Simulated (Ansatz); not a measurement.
`OCN[SiH2]F` and `N[SiH2]F` differ in one atom or group.

Ansatz, PBE0-D4/def2-TZVP geometries, multiplicity 1. Each molecule was computed in one conformer, which needn't be the lowest.

```json
{"property": "HOMO–LUMO gap (B3LYP/def2-TZVPP) / eV", "`OCN[SiH2]F`": "7.87"}
{"property": "HOMO energy (ωB97M-V/def2-TZVPP) / eV", "`OCN[SiH2]F`": "-10.22"}
{"property": "LUMO energy (PBE/def2-TZVPP) / eV", "`OCN[SiH2]F`": "-0.28"}
{"property": "HOMO–LUMO gap (ωB97M-V/def2-TZVPP) / eV", "`OCN[SiH2]F`": "12.36"}
{"property": "LUMO energy (PBE0/def2-TZVPP) / eV", "`OCN[SiH2]F`": "0.58"}
{"property": "size of the dipole moment (PBE/def2-TZVPP) / D", "`OCN[SiH2]F`": "1.20"}
```

Task: What does the change do to each property? (Estimate.)

Result: The calculation gave: 
| property | `N[SiH2]F` | shift |
| --- | --- | --- |
| HOMO–LUMO gap (B3LYP/def2-TZVPP) / eV | 8.13 | 0.26 |
| HOMO energy (ωB97M-V/def2-TZVPP) / eV | -10.59 | -0.37 |
| LUMO energy (PBE/def2-TZVPP) / eV | -0.26 | 0.02 |
| HOMO–LUMO gap (ωB97M-V/def2-TZVPP) / eV | 12.61 | 0.25 |
| LUMO energy (PBE0/def2-TZVPP) / eV | 0.56 | -0.02 |
| size of the dipole moment (PBE/def2-TZVPP) / D | 1.98 | 0.78 |

The zero-point energy changes by -90.5 kJ/mol with -12 modes. Dipoles are sizes alone; their direction can turn.

B3LYP here is the variant with VWN-RPA as its local correlation; programs differ in this.
